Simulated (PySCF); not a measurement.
Sn(OH)3 (H₃O₃Sn), SMILES [OH][Sn+]([OH])[OH], charge +1. Atoms are numbered in the order given.

```xyz
7

Sn    -0.0138     0.0050     0.0000
O     -0.5829     1.8352     0.0000
H     -1.5413     1.9980     0.0000
O      1.8881    -0.1733     0.0000
H      2.2187    -1.0886     0.0000
O     -1.0513    -1.6155     0.0000
H     -2.0197    -1.5285     0.0000
```
Charge +1, spin multiplicity 1.

Geometry optimised at PBE0-D3(BJ)/def2-SVP. The spin state was assumed, not searched. The isomer is the one that the SMILES or the coordinates give; other isomers of the formula were not compared. The def2 effective core potentials stand for the cores of Sn; spin–orbit coupling is left out. One conformer was computed; it need not be the lowest.

Computed with HF/def2-TZVP run with PySCF.

Isolated molecule, no solvent.

### Question
Estimate the frontier levels, gap, dipole moment and polarisability. (The exact figures need the calculation; the answer reports its results.)

### Answer

```yaml
highest_occupied_level: -19.68 eV
lowest_empty_level: -5.34 eV
orbital_gap: 14.34 eV
dipole_moment_about_the_centre_of_nuclear_charge: 3.41 D
mean_static_polarisability: 35.3 bohr³ (5.23 Å³)
polarisability_principal_values: 23.7, 39.5, 42.6 bohr³
```
